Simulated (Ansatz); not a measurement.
Program: Ansatz. Geometries: PBE0-D4/def2-TZVP. ΔE: electronic, gas phase. CBS: MP2 limit from def2 TZ/QZ plus the TZ coupled-cluster correction, frozen cores. Functionals use def2-TZVPP. B3LYP here is the variant with VWN-RPA as its local correlation; programs differ in this. One conformer a species, not always the lowest.

`C[SiH2]SC#N` → `C[SiH](S)C#N`  (isomerisation)

CCSD(T)/CBS gives -0.78 eV.

(1) Another level gave -0.77 eV. Which?
A. ωB97M-V/def2-TZVPP
B. B3LYP-D4/def2-TZVPP
C. CCSD/def2-TZVPP
D. HF/def2-TZVPP

Largest T1 diagnostic among the species: 0.013.

## Answers

(1) A. ωB97M-V -0.77, B3LYP-D4 -0.69, CCSD/def2-TZVPP -0.81, HF/def2-TZVPP -0.87 eV.

From PBE to PBE0 (25 % exact exchange), in def2-TZVPP and without D4, ΔE moves by −0.07 eV. In def2-TZVPP, CCSD(T) changes the Hartree–Fock value by +0.10 eV (the triples alone add +0.03 eV) and MP2 by +0.12 eV.
